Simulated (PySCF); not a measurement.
PySCF input for C3H4BFO2, SMILES O1C=CB(OC1)F, PBE0-D3(BJ)/def2-SVP. Geometry optimised at PBE0-D3(BJ)/def2-SVP. This is a generated structure with no PubChem entry under its InChIKey; it may be hypothetical. Other conformers were not sampled.

```python
import numpy as np
from pyscf import gto, scf, dft, df
from pyscf.hessian import thermo

mol = gto.M(
    atom='''
    F     0.24564375    2.28287698   -0.45077652
    B     0.14485597    1.00333944   -0.11842959
    C     1.33417232    0.06291001    0.12822540
    C     1.02583684   -1.24701402    0.02714781
    O    -0.23455574   -1.70485010   -0.02375672
    C    -1.20172656   -0.80578561    0.46498928
    O    -1.11097927    0.46268064   -0.09461772
    H     2.38429611    0.35537458    0.15725577
    H     1.75069185   -2.06313785   -0.06497326
    H    -2.17826532   -1.23988339    0.21683458
    H    -1.07721177   -0.73824984    1.56484011
    ''',
    basis='def2-SVP',
    charge=0,
    spin=0,
    max_memory=1600,
    verbose=3,
)
mf = dft.RKS(mol, xc='pbe0').density_fit(auxbasis='def2-universal-jkfit')
mf.disp = 'd3bj'
mf.grids.level = 3
mf.conv_tol = 1e-11
mf.max_cycle = 100
mf.kernel()

# [left out here: the lines that compute and print the analytic Hessian (its translational invariance restored by hand, since the grid's response is missing), thermochemistry and intensities]
```

It prints:

```
converged SCF energy = -391.25198361976

WARN: DFTD3 does not support analytical Hessian, using finite difference


WARN: Mole.unit (angstrom) is changed to Bohr

Mode                                 0                   1                   2
Irrep
Freq [cm^-1]                      152.6534            247.3993            355.2937
Reduced mass [au]                   8.4533              2.4990              3.2085
Force const [Dyne/A]                0.1161              0.0901              0.2386
Char temp [K]                     219.6343            355.9525            511.1885
Normal mode                   x     y     z       x     y     z       x     y     z
       0   F                -0.01  0.04  0.11    0.01 -0.01  0.02   -0.09  0.04  0.01
       1   B                 0.01 -0.00 -0.06   -0.02 -0.00  0.01    0.04  0.00 -0.07
       2   C                 0.01 -0.01 -0.12   -0.04 -0.00  0.09    0.02 -0.05 -0.04
       3   C                -0.00 -0.02  0.01   -0.02 -0.00 -0.06   -0.01 -0.06  0.11
       4   O                 0.00 -0.03  0.11   -0.02  0.00 -0.02   -0.03  0.01 -0.10
       5   C                -0.01  0.03 -0.01    0.08  0.05  0.09    0.05  0.02  0.02
       6   O                 0.01 -0.02 -0.11   -0.02 -0.04 -0.12    0.04  0.02  0.02
       7   H                 0.02 -0.02 -0.19   -0.04  0.01  0.12    0.03 -0.10  0.16
       8   H                -0.00 -0.03  0.06   -0.01  0.02 -0.18   -0.02 -0.10  0.39
       9   H                -0.00  0.01 -0.01    0.02  0.02  0.37    0.01  0.07  0.14
      10   H                -0.06  0.12 -0.01    0.36  0.19  0.05    0.19  0.02  0.00
Mode                                 3                   4                   5
Irrep
Freq [cm^-1]                      380.0022            472.7732            572.0427
Reduced mass [au]                   5.2688             11.6662              8.5304
Force const [Dyne/A]                0.4483              1.5363              1.6447
[...]
       3   C                 0.02 -0.06  0.00    0.10 -0.05  0.05   -0.04  0.01  0.12
       4   O                 0.02  0.12  0.01   -0.01 -0.08 -0.06    0.00  0.01  0.01
       5   C                 0.04  0.02  0.01   -0.12  0.07  0.06    0.04 -0.02 -0.03
       6   O                 0.10 -0.05  0.01    0.03 -0.01 -0.01   -0.01  0.01  0.00
       7   H                -0.23  0.16 -0.02   -0.11  0.45  0.04    0.03 -0.13  0.39
       8   H                 0.01 -0.07 -0.04    0.14  0.01 -0.24   -0.06  0.09 -0.70
       9   H                 0.08  0.03 -0.18   -0.16  0.15  0.07    0.05 -0.04 -0.03
      10   H                -0.15 -0.03  0.04   -0.09  0.03  0.06    0.04 -0.02 -0.03
Mode                                12                  13                  14
Irrep
Freq [cm^-1]                     1070.7221           1137.3189           1177.4900
Reduced mass [au]                   2.2877              2.7624              3.2097
Force const [Dyne/A]                1.5453              2.1053              2.6220
Char temp [K]                    1540.5307           1636.3487           1694.1460
Normal mode                   x     y     z       x     y     z       x     y     z
       0   F                 0.00 -0.00  0.00   -0.01 -0.03  0.01    0.01  0.00  0.00
       1   B                 0.05  0.01  0.00   -0.02  0.02 -0.01   -0.13  0.01 -0.01
       2   C                -0.06 -0.02 -0.01   -0.01  0.00 -0.00    0.07  0.02  0.01
       3   C                -0.04  0.01  0.01    0.03  0.02  0.00    0.01 -0.00  0.00
       4   O                 0.11 -0.01 -0.04   -0.04 -0.02 -0.03   -0.04 -0.04 -0.01
       5   C                -0.08  0.10  0.06    0.05 -0.08  0.14    0.09  0.13 -0.01
       6   O                -0.03 -0.04 -0.00    0.02  0.10 -0.07   -0.02 -0.09  0.03
       7   H                 0.07 -0.53 -0.01    0.03 -0.13 -0.01    0.12 -0.14 -0.00
       8   H                 0.21  0.22  0.03    0.09  0.08 -0.00   -0.02 -0.03  0.00
       9   H                 0.00 -0.04 -0.03    0.11  0.04 -0.27    0.11  0.28 -0.31
      10   H                -0.09 -0.03  0.07   -0.38 -0.12  0.19   -0.18  0.01  0.03
Mode                                15                  16                  17
Irrep
Freq [cm^-1]                     1204.9999           1311.7558           1338.1004
Reduced mass [au]                   2.0238              1.1246              1.4396
Force const [Dyne/A]                1.7313              1.1401              1.5187
Char temp [K]                    1733.7266           1887.3245           1925.2285
Normal mode                   x     y     z       x     y     z       x     y     z
       0   F                -0.00  0.02 -0.01    0.00  0.01 -0.00   -0.00  0.04 -0.01
       1   B                 0.11 -0.03  0.02    0.02 -0.03  0.01    0.05 -0.07  0.02
       2   C                 0.02 -0.00 -0.00    0.01 -0.02 -0.00    0.00 -0.06 -0.01
       3   C                -0.12 -0.01  0.00    0.01  0.00 -0.00    0.01  0.01 -0.00
       4   O                 0.04 -0.02 -0.02   -0.06 -0.01 -0.02   -0.07  0.03  0.03
       5   C                 0.05  0.05  0.05    0.02  0.02 -0.02    0.04 -0.01 -0.03
       6   O                -0.07 -0.02 -0.02    0.00 -0.01  0.03   -0.04 -0.02 -0.01
       7   H                -0.10  0.44 -0.02   -0.02  0.06 -0.00   -0.05  0.10  0.01
       8   H                -0.20 -0.09  0.03    0.25  0.22  0.01    0.52  0.47  0.03
       9   H                 0.22 -0.16 -0.23    0.26 -0.53  0.01   -0.07  0.26 -0.03
      10   H                -0.10 -0.22  0.08   -0.25  0.60 -0.02    0.10 -0.29 -0.01
Mode                                18                  19                  20
Irrep
Freq [cm^-1]                     1400.6857           1467.5833           1490.1063
Reduced mass [au]                   3.7278              2.0454              2.0140
Force const [Dyne/A]                4.3091              2.5955              2.6347
Char temp [K]                    2015.2749           2111.5257           2143.9312
Normal mode                   x     y     z       x     y     z       x     y     z
       0   F                 0.01  0.06 -0.02    0.00 -0.03  0.01    0.00  0.05 -0.01
       1   B                -0.10 -0.16  0.04   -0.12  0.08 -0.03    0.00 -0.15  0.04
       2   C                 0.02 -0.07 -0.01    0.07 -0.05  0.01   -0.05  0.08 -0.01
       3   C                -0.07  0.05  0.00   -0.07 -0.03 -0.00    0.07  0.01  0.00
       4   O                 0.08 -0.00 -0.02    0.02  0.01  0.01   -0.05 -0.01  0.01
       5   C                -0.01 -0.04  0.02   -0.07  0.02  0.03   -0.03  0.03  0.02
       6   O                 0.04  0.03 -0.00    0.06  0.02 -0.01    0.02  0.02 -0.01
       7   H                -0.03  0.08  0.01    0.02  0.17  0.00    0.03 -0.22  0.00
       8   H                -0.08  0.06  0.01    0.20  0.20  0.02   -0.09 -0.14 -0.01
       9   H                -0.12  0.26 -0.06    0.14 -0.29 -0.23    0.18 -0.25 -0.32
      10   H                -0.03  0.32 -0.00    0.39 -0.17 -0.02    0.39 -0.15 -0.02
Mode                                21                  22                  23
Irrep
Freq [cm^-1]                     1505.8433           1678.1348           3013.8737
Reduced mass [au]                   1.3198              6.0511              1.0709
Force const [Dyne/A]                1.7633             10.0401              5.7313
Char temp [K]                    2166.5732           2414.4624           4336.2932
Normal mode                   x     y     z       x     y     z       x     y     z
       0   F                -0.00 -0.02  0.01    0.00  0.01 -0.00    0.00  0.00 -0.00
       1   B                 0.08  0.07 -0.01   -0.02 -0.04  0.01   -0.00 -0.00  0.00
       2   C                -0.01  0.01 -0.00    0.02  0.17  0.01    0.00  0.00  0.00
       3   C                 0.00 -0.02 -0.00   -0.08 -0.18 -0.02   -0.00 -0.00  0.00
       4   O                -0.00  0.01 -0.00    0.02  0.03  0.00    0.00 -0.00 -0.00
       5   C                -0.02 -0.06  0.04    0.01 -0.03 -0.00    0.01  0.00 -0.07
       6   O                -0.05 -0.03  0.01    0.01  0.02 -0.00    0.00  0.00 -0.00
       7   H                -0.01  0.03 -0.01    0.10 -0.05  0.00    0.00  0.00 -0.00
       8   H                 0.02 -0.01 -0.00    0.23  0.05  0.02   -0.01  0.01 -0.00
       9   H                -0.03  0.30 -0.53   -0.05  0.07  0.06   -0.19 -0.08 -0.06
      10   H                 0.35  0.48 -0.05   -0.07  0.05  0.00    0.11  0.06  0.93
Mode                                24                  25                  26
Irrep
Freq [cm^-1]                     3176.7324           3204.5681           3250.9611
Reduced mass [au]                   1.1004              1.0936              1.0971
Force const [Dyne/A]                6.5425              6.6166              6.8315
Char temp [K]                    4570.6107           4610.6601           4677.4093
Normal mode                   x     y     z       x     y     z       x     y     z
       0   F                 0.00  0.00 -0.00   -0.00  0.00 -0.00    0.00 -0.00  0.00
       1   B                -0.00 -0.00  0.00   -0.00  0.00  0.00   -0.00  0.00 -0.00
       2   C                 0.00  0.00 -0.00    0.01 -0.00  0.00    0.08  0.03  0.00
       3   C                 0.00 -0.00 -0.00   -0.05  0.06  0.01    0.01 -0.02 -0.00
       4   O                 0.00 -0.00 -0.00   -0.00 -0.00  0.00   -0.00 -0.00 -0.00
       5   C                 0.07  0.03  0.03    0.00  0.00 -0.00   -0.00 -0.00 -0.00
       6   O                -0.00  0.00 -0.00   -0.00  0.00 -0.00   -0.00 -0.00 -0.00
       7   H                 0.00 -0.00  0.00   -0.18 -0.05 -0.01   -0.90 -0.25 -0.03
       8   H                -0.02  0.03  0.00    0.62 -0.70 -0.08   -0.11  0.13  0.02
       9   H                -0.83 -0.36 -0.22   -0.03 -0.01 -0.01    0.01  0.00  0.00
      10   H                -0.02 -0.01 -0.19    0.00  0.00  0.00    0.00  0.00  0.00
temperature 298.1500 [K]
pressure 101325.00 [Pa]
Rotational constants [GHz] 5.43692 2.49813 1.77477
Symmetry number 1
Zero-point energy (ZPE) 0.07914 [Eh]   207782.761 [J/mol]
                           tot       elec      trans        rot        vib
Entropy [J/mol/K]       317.932      0.000    166.411    112.932     38.589
Cv [J/mol/K]             84.667      0.000     12.472     12.472     59.723
Cp [J/mol/K]             92.981      0.000     20.786     12.472     59.723
Internal energy [J/mol]                      3718.434   3718.434 215085.453
Internal energy [Eh]   -391.16723  -391.25198
Enthalpy [J/mol]                             6197.391   3718.434 215085.453
Enthalpy [Eh]          -391.16629
Gibbs free energy [J/mol]                  -43418.143 -29952.277 203580.141
Gibbs free energy [Eh] -391.20239
static polarisability / bohr^3: [[48.854  3.274 -1.512]
 [ 3.268 53.975 -1.326]
 [-1.514 -1.327 30.84 ]]
largest difference of analytic and finite-field dipole derivatives / e: 0.0005195056695024292
mode   freq/cm-1   IR/(km/mol)   Raman/(A^4/amu)   depolarisation
   1      152.65         0.746             0.842            0.729
   2      247.40         3.353             1.493            0.722
   3      355.29        11.507             2.950            0.739
   4      380.00         1.955             1.664            0.620
   5      472.77         1.652             1.691            0.563
   6      572.04         5.054             3.718            0.725
   7      688.35        42.348             0.495            0.727
   8      765.35        11.273             5.270            0.048
   9      805.16        51.748             1.524            0.748
  10      876.20         4.374             5.057            0.226
  11      988.86        30.992             6.547            0.157
  12     1005.60         4.888             1.297            0.652
  13     1070.72        26.375             4.828            0.748
  14     1137.32        27.465             0.534            0.560
  15     1177.49        92.650             1.395            0.650
  16     1205.00        12.946             8.090            0.525
  17     1311.76        27.163             5.073            0.676
  18     1338.10        81.862             6.966            0.549
  19     1400.69       287.806             6.630            0.197
  20     1467.58       192.632             1.548            0.720
  21     1490.11       160.303             4.247            0.746
  22     1505.84        49.818             5.989            0.750
  23     1678.13       300.504            18.134            0.077
  24     3013.87        67.429           106.543            0.171
  25     3176.73        21.201           103.476            0.421
  26     3204.57         7.988           107.385            0.363
  27     3250.96         0.045           111.297            0.227
max |gradient| / (hartree/bohr): 0.00011889755790062919
APT charges: [-0.6236  1.2889 -0.5739  0.6168 -0.8059  0.8562 -0.8301  0.0754  0.0496
 -0.0033 -0.0501]
```

The calculation finished and met its thresholds.

Cost: very roughly 4 core-minutes.
